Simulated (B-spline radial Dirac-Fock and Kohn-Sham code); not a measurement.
# Muonic X-ray lines of ¹⁹⁷Au

Nucleus: ¹⁹⁷Au, uniformly charged sphere, rms radius 5.4371 fm (measured, Angeli and Marinova 2013).

These are calculated numbers from a radial finite-basis atomic code; the model is the Dirac equation of a negative muon with reduced mass in the field of a spherical finite nucleus, with the Uehling potential to all orders; nuclear polarisation, deformation, hyperfine structure, self-energy, higher-order vacuum polarisation, relativistic recoil and electron screening are left out.

| transition | energy (keV) | point nucleus, no QED (keV) |
| --- | --- | --- |
| 2p3/2 → 1s1/2 | 5725 | 14830 |
| 2p1/2 → 1s1/2 | 5557 | 14370 |
| 3p3/2 → 1s1/2 | 8098 | 17310 |
| 3d5/2 → 2p3/2 | 2345 | 2514 |
| 3d3/2 → 2p1/2 | 2476 | 2938 |
| 4f7/2 → 3d5/2 | 870.2 | 865.6 |
| 4f5/2 → 3d3/2 | 899.3 | 896.0 |
| 5g9/2 → 4f7/2 | 400.1 | 398.2 |
| 6h11/2 → 5g9/2 | 216.4 | 215.7 |

The 2p fine-structure splitting is 168.5 keV, and 2s lies 1117 keV above 2p1/2.
